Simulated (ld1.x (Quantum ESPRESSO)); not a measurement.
# Ranking RRKJ potentials for In

All share these settings but for the change named:

ld1.x (Quantum ESPRESSO) 7.5 input, shortened:

```
&input
   title='In', zed=49., rel=1, dft='PW91', iswitch=3,
   config='[Kr] 4d10 4f-2 5s2 5p1'
 /
 &inputp
   pseudotype=2, tm=.false., rho0=0.02, lloc=0,
   nlcc=.true.
 /
4
5P  2  1   1.00   0.00  2.20  2.20  0.0
4D  3  2  10.00   0.00  1.10  1.10  0.0
4F  4  3  -2.00  -0.15  2.30  2.30  0.0
5S  1  0   2.00   0.00  2.15  2.15  0.0
 &test
   configts(1)='4d10 5s2 5p1'
 /
```

Test errors are all-electron minus pseudo excitation energies from the reference, over 4d10 5s2 5p0; 4d10 5s1 5p0; 4d10 5s0 5p0; 4d9 5s2 5p2; 4d10 5s2 5p0.5; 4d10 5s0 5p3; 4d9 5s0 5p0. None of these files shows a bound ghost.

The base gives 313.8 meV.

Of 6 variants that were run, those that failed, showed a ghost or another fault, or gave nearly equal values are left out.

A variant can come out equal or close to the base, since the largest error may sit in a test that the change hardly touches while other tests move.

Task: Rank these variants by their largest absolute test error, smallest first.
A. local potential all-electron potential smoothed inside 2.30 bohr (lloc = -1)
B. wave 4f channel at -0.15 Ry: rc 2.30 bohr becomes 4f channel at -0.15 Ry: rc 3.54 bohr
C. all radii but the core radius scaled by about 1.40 (s 3.02, p 3.08, d 1.54, f 3.22 bohr)

Result: A (180.3 meV), B (313.8 meV), C (776.7 meV).
